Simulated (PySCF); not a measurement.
Problem. Give a PBE0-D3(BJ)/def2-SVP geometry of `FC/C(F)=C(\[SiH3])Cl`.

Solution. 
Z-matrix in Å and degrees, rows numbered from 1:
```
F 
C   1  1.3646
C   2  1.4936  1  111.41
F   3  1.3290  2  110.14  1  -176.99
C   3  1.3386  2  127.41  1     3.26
Si  5  1.8942  3  127.02  2    -0.23
Cl  5  1.7398  3  117.32  2   179.99
H   2  1.1047  1  109.31  3   121.13
H   2  1.1044  1  109.56  3  -120.79
H   6  1.4904  5  111.39  3    58.93
H   6  1.4905  5  111.41  3   -64.69
H   6  1.4901  5  105.31  3   177.13
```

The C–F distances run from 1.329 Å (C3–F4, drawn single) to 1.365 Å (F1–C2, drawn single), a spread of 0.036 Å. Si6 (SiH3 silicon) is distorted tetrahedral (angles from 105.3° to 111.4°). The C–C distances run from 1.339 Å (C3=C5, drawn double) to 1.494 Å (C2–C3, drawn single), a spread of 0.155 Å. Of the pairs four or more bonds apart, F1···Si6 is among the closest relative to their van der Waals radii: 2.81 Å, 79 % of the sum of Bondi's values.

Computed with PBE0-D3(BJ)/def2-SVP geometry optimisation, gas phase (PySCF).

Point group: near Cs, missed by 0.17 Å at most; the miss may be what the optimiser left on a soft mode. Whether it is a minimum is left open (no frequencies). The numbers are those of one conformer (F1–C2–C3–F4 -177°).
